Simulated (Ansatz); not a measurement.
```yaml
crystal:
  periodic: [false, false, false]
  atoms:
    - {symbol: C, position_ang: [0.617958, -0.216488, 1.703173]}
    - {symbol: C, position_ang: [0.222450, 0.116562, 0.615594]}
    - {symbol: B, position_ang: [-0.283265, 0.497437, -0.779974]}
    - {symbol: O, position_ang: [-0.579038, -0.417324, -1.724751]}
    - {symbol: F, position_ang: [-0.445472, 1.771700, -1.097388]}
    - {symbol: H, position_ang: [0.968763, -0.499126, 2.669324]}
    - {symbol: H, position_ang: [-0.440096, -1.320761, -1.431577]}
basis:
  gaussian: {orbitals: pcseg-2}
magnetization: {spin_polarized: true, initial_magnetization: 10}
hamiltonian: {xc: {name: RPBE}, dispersion: d4}
output: {forces: true}
```

```sh
$ ansatz run in.yaml --threads 2 --pin off --events-out ev --progress --plain --max-ram 4352MiB
```

Output, abridged:

```
Functional definition: RPBE
911 factors; their error is unknown
mean field evaluation 1: about -7474.9330 eV, gradient 7.4e1 eV
mean field evaluation 2: about -7185.9751 eV, gradient 1.9e2 eV
mean field evaluation 4: about -7463.9826 eV, gradient 8.5e1 eV
mean field evaluation 8: about -7503.7514 eV, gradient 2.4e1 eV
mean field evaluation 16: about -7509.2418 eV, gradient 7.5e0 eV
mean field evaluation 32: about -7509.5570 eV, gradient 6.0e-3 eV
mean field evaluation 160: about -7509.5155 eV, gradient 8.3e-2 eV
mean field -7509.55696537 eV, -275.9711283166 hartree, gradient 1.4e-5 eV, S^2 30.013584; 10 other end points of the search recorded, 0 dependent functions left out
reference -7509.55701451 eV, -275.9711301227 hartree; 23, 13 occupied and 155, 165 virtual orbitals, 911 factors
Total energy: -7509.98581381 eV, -275.9868882063 hartree
Atom 0 at     0.617958    -0.216488     1.703173 Å, force     7.943123    -6.707983    21.839863 eV/Å
Atom 1 at     0.222450     0.116562     0.615594 Å, force    -6.431968     5.665712   -17.660004 eV/Å
Atom 2 at    -0.283265     0.497437    -0.779974 Å, force     0.522714     1.228643     1.626223 eV/Å
Atom 3 at    -0.579038    -0.417324    -1.724751 Å, force    -2.726672     3.291643    -7.384847 eV/Å
Atom 4 at    -0.445472     1.771700    -1.097388 Å, force    -0.928683     8.108064    -1.725424 eV/Å
Atom 5 at     0.968763    -0.499126     2.669324 Å, force     0.471770    -0.581216     1.276999 eV/Å
Atom 6 at    -0.440096    -1.320761    -1.431577 Å, force     1.149716   -11.004862     2.027191 eV/Å
Dipole moment:     0.160175     0.419020     0.502967 e Å
```

In this input the spin is set far too high for this molecule. The run converged. The result belongs to that input, not to the molecule as meant.
